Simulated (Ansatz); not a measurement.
Start from `C#[C][AlH][GeH3]` and change one atom or group to get `C#[C][AlH][CH2]C`.

Ansatz, PBE0-D4/def2-TZVP geometries, multiplicity 1. Each molecule was computed in one conformer, which needn't be the lowest.

Scalar relativity is left out up to krypton.

```csv
property,`C#[C][AlH][GeH3]`
HOMO energy (ωB97M-V/def2-TZVPP) / eV,-9.56
HOMO–LUMO gap (PBE0/def2-TZVPP) / eV,5.41
LUMO energy (PBE/def2-TZVPP) / eV,-2.89
HOMO energy (PBE/def2-TZVPP) / eV,-6.47
size of the dipole moment (ωB97M-V/def2-TZVPP) / D,0.84
HOMO energy (PBE0/def2-TZVPP) / eV,-7.55
```

Task: What does the change do to each property? (Best estimate.)

Result: Ansatz gave: 
| property | `C#[C][AlH][CH2]C` | shift |
| --- | --- | --- |
| HOMO energy (ωB97M-V/def2-TZVPP) / eV | -9.74 | -0.18 |
| HOMO–LUMO gap (PBE0/def2-TZVPP) / eV | 6.07 | 0.66 |
| LUMO energy (PBE/def2-TZVPP) / eV | -2.26 | 0.63 |
| HOMO energy (PBE/def2-TZVPP) / eV | -6.31 | 0.16 |
| size of the dipole moment (ωB97M-V/def2-TZVPP) / D | 0.67 | -0.17 |
| HOMO energy (PBE0/def2-TZVPP) / eV | -7.53 | 0.02 |

Dipoles are sizes alone; their direction can turn.
